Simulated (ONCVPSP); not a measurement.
# Debugging a pseudopotential input (Hf, ONCVPSP 4.0.1)

Command:

```bash
oncvpsp.x < Hf.dat > Hf.out
```

Input:

```
# ATOM AND REFERENCE CONFIGURATION
# atsym  z   nc   nv     iexc    psfile
  Hf 72.00   10    4        4      upf
#
#   n    l    f
    1    0    2.00
    2    0    2.00
    2    1    6.00
    3    0    2.00
    3    1    6.00
    3    2   10.00
    4    0    2.00
    4    1    6.00
    4    2   10.00
    4    3   14.00
    5    0    2.00
    5    1    6.00
    5    2    2.00
    6    0    2.00
#
# PSEUDOPOTENTIAL AND OPTIMIZATION
# lmax
    2
#
#   l,   rc,      ep,       ncon, nbas, qcut
    0    2.00    0.00    5    8    7.00
    1    2.05    0.00    3    7    8.50
    2    0.50    0.00    5    8    4.30
#
# LOCAL POTENTIAL
# lloc, lpopt,  rc(5),   dvloc0
    4    5    1.85    4.00
#
# VANDERBILT-KLEINMAN-BYLANDER PROJECTORs
# l, nproj, debl
    0    2    1.60
    1    2    0.50
    2    2    3.30
#
# MODEL CORE CHARGE
# icmod, fcfact, rcfact
    0    0.00    0.00
#
# LOG DERIVATIVE ANALYSIS
# epsh1, epsh2, depsh
   -4.00    5.00    0.02
#
# OUTPUT GRID
# rlmax, drl
    6.00    0.01
#
# TEST CONFIGURATIONS
# ncnf
    4
# nvcnf
#   n    l    f
    4
    5    0    2.00
    5    1    6.00
    5    2    2.00
    6    0    1.00
#
    4
    5    0    2.00
    5    1    6.00
    5    2    2.00
    6    0    0.00
#
    4
    5    0    2.00
    5    1    6.00
    5    2    1.00
    6    0    0.00
#
    4
    5    0    1.00
    5    1    6.00
    5    2    2.00
    6    0    2.00
#
```

This is an input that runs to its end, with one change: rc of l = 2 set to 0.50 bohr. The unchanged file is no sound one. Note: no bound ghost flagged; GHOST(+) flagged for s at 27.1 eV.

Question: How does the run end?

Answer: The program refuses the input: "test_data: rc < rc(lloc) for l = 2. Not allowed.".

```
ONCVPSP  (Optimized Norm-Conservinng Vanderbilt PSeudopotential)
scalar-relativistic version 4.0.1

test_data: rc < rc(lloc) for l = 2.  Not allowed.
ERROR: test_data found   1 ERROR; stopping
```
